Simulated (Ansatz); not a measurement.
`C#C[Si](Cl)(Cl)Cl` + H₂Te → `C#C[TeH]` + trichlorosilane at 400 K and 1 bar (substitution at a C–Si bond).

Gas-phase electronic energies from Ansatz, PBE0-D4/def2-TZVP geometries. CBS: MP2 limit from def2 TZ/QZ plus the TZ coupled-cluster correction, frozen cores. This one scheme is used for every species. def2 core potentials past Kr. For Te outer-core shells are correlated without core-valence functions, which leaves a few kJ/mol of doubt a bond.

```
            species  CCSD(T)/CBS energy (Eh)  H − E (kJ/mol)  S (J/(mol·K))
`C#C[Si](Cl)(Cl)Cl`              -1745.22500           100.0          396.6
               H₂Te               -268.91024            45.0          239.1
         `C#C[TeH]`               -344.94570            85.7          307.5
    `Cl[SiH](Cl)Cl`              -1669.16736            61.5          337.8
```

H − E and S are ideal-gas, rigid-rotor, harmonic terms from PBE0-D4/def2-TZVP. 1 Eh = 2625.50 kJ/mol, R = 8.31446 J/(mol·K).

Question: By hand: ΔE, ΔH, ΔS and ΔG.

Answer: ΔE = (-344.94570) + (-1669.16736) − (-1745.22500) − (-268.91024) = 0.02218 Eh = 58.2 kJ/mol. Δ(H − E) = 85.7 + 61.5 − 100.0 − 45.0 = 2.2, so ΔH = 60.4 kJ/mol. ΔS = 307.5 + 337.8 − 396.6 − 239.1 = 9.6 J/(mol·K). ΔG = 60.4 − 400 × (9.6)/1000 = 56.6 kJ/mol.

Question: By hand: the equilibrium constant, and the temperature at which ΔG would vanish if ΔH and ΔS stayed fixed.

Answer: log₁₀ K = −ΔG/(RT ln 10) = -7.4. ΔG = 0 at ΔH/ΔS = 6292 K, far beyond where these terms or the molecules hold.

The number of gas molecules stays the same, so ΔS is small and ΔH decides. A doubt of 5 kJ/mol in ΔE shifts log₁₀ K by 0.7 here. These are equilibria of isolated gas molecules and say nothing of rates. Largest T1 diagnostic: 0.012 (customary marks: 0.02 for closed shells, 0.045 for open ones).
